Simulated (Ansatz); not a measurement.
Computed with frozen-core CCSD(T)/def2-TZVPP // CAM-B3LYP-D3(BJ)/def2-TZVP in Ansatz (an electronic-structure program).

Ansatz 0.2 input:
```yaml
crystal:
  periodic: [false, false, false]
  atoms:
    - { symbol: N, position_ang: [1.936384, -0.393184, -0.098555] }
    - { symbol: In, position_ang: [-0.015902, 0.00273, 0.216494] }
    - { symbol: N, position_ang: [-1.388156, -1.468766, 0.079425] }
    - { symbol: N, position_ang: [-0.611561, 1.903051, 0.545219] }
    - { symbol: H, position_ang: [2.277712, -1.328652, 0.055618] }
    - { symbol: H, position_ang: [2.621822, 0.273593, 0.219578] }
    - { symbol: H, position_ang: [-2.300248, -1.318403, 0.480704] }
    - { symbol: H, position_ang: [-1.102191, -2.422132, 0.236345] }
    - { symbol: H, position_ang: [-0.002936, 2.652468, 0.25519] }
    - { symbol: H, position_ang: [-1.566923, 2.148631, 0.337595] }
basis:
  gaussian: { orbitals: def2-TZVPP }
correlation:
  method: ccsd_t
```

Output:

```
Functional definition: HF
1523 factors; integrals over basis functions are off by at most 1.3e-3 eV
mean field evaluation 1: about -9684.2616 eV, gradient 5.9e1 eV
mean field evaluation 2: about -9684.3123 eV, gradient 5.9e1 eV
mean field evaluation 4: about -9691.0744 eV, gradient 3.1e0 eV
mean field evaluation 8: about -9691.1226 eV, gradient 2.2e-1 eV
mean field evaluation 16: about -9684.2616 eV, gradient 5.9e1 eV
mean field -9691.12276036 eV, -356.1421925644 hartree, gradient 2.2e-6 eV, S^2 0.000000; 0 other end points of the search recorded, 0 dependent functions left out
7 core orbitals not correlated
reference -9691.12276036 eV, -356.1421925644 hartree; 17, 17 occupied and 203, 203 virtual orbitals, 1523 factors
second order -25.76829922 eV of doubles, -0.00000000 eV of singles
cycle   1  -25.41554545 eV  change    3.5e-1 eV  update   1.1e-1
cycle   2  -25.98470428 eV  change   -5.7e-1 eV  update   3.2e-2
cycle   3  -26.11743811 eV  change   -1.3e-1 eV  update   1.9e-2
cycle   4  -26.10577382 eV  change    1.2e-2 eV  update   5.2e-3
cycle   5  -26.10294167 eV  change    2.8e-3 eV  update   2.6e-3
cycle   6  -26.10377522 eV  change   -8.3e-4 eV  update   8.8e-4
cycle   7  -26.10331107 eV  change    4.6e-4 eV  update   4.0e-4
cycle   8  -26.10322912 eV  change    8.2e-5 eV  update   1.5e-4
cycle   9  -26.10331611 eV  change   -8.7e-5 eV  update   6.6e-5
cycle  10  -26.10330855 eV  change    7.6e-6 eV  update   2.5e-5
perturbative correction -0.96622768 eV, -0.0355082121 hartree
Total energy: -9718.19229659 eV, -357.1369796724 hartree
```

Cost: roughly 7 core-minutes.
